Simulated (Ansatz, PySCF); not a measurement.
Donor–acceptor adduct: GaH2I (SMILES [GaH2][I]) (first 4 atoms) with H2O (SMILES O); geometry from B3LYP-D3(BJ)/def2-TZVP, rigid monomers moved along the line of their centres of mass till Ga1···O5 is 2.01 Å.
(charge 0, multiplicity 1):
```tsv
atom	x (Å)	y (Å)	z (Å)
Ga	-0.0273	-1.2065	1.5089
I	-0.1618	1.0681	0.2849
H	1.3965	-1.8371	1.4839
H	-1.4106	-1.9196	1.6619
O	-0.0056	-0.1817	3.2361
H	0.1589	0.7471	3.0042
H	-0.8770	-0.2076	3.6536
```

Counterpoise-corrected where a basis set is named; no monomer relaxation. Rows marked so take none.

Correlated levels freeze the cores. Filled d and f shells under p-block atoms count as core. CBS(a, b) extrapolates the correlation energy as X⁻³ and adds the Hartree–Fock energy of set b. Rows in STO-3G carry no dispersion term and start afresh at each structure; the Pople sets are all-electron and without relativity.

Codes used: Ansatz (Gaussian basis) for Hartree–Fock, density functionals and correlated methods; PySCF for STO-3G rows. Values without a source in brackets are computed. In def2 rows elements past Kr take small-core potentials, without spin–orbit coupling.

Problem. Give the interaction energy at the level HF/STO-3G (no counterpoise).

Solution. -1968 meV

Problem. Estimate the interaction energy that MP2/CBS(def2-SVPD, def2-TZVPPD) returns for this input.

Solution. -712 meV

Problem. What is the computed interaction energy (B3LYP/def2-TZVPPD)?

Solution. -540 meV

Ansatz is a program for electronic structure.
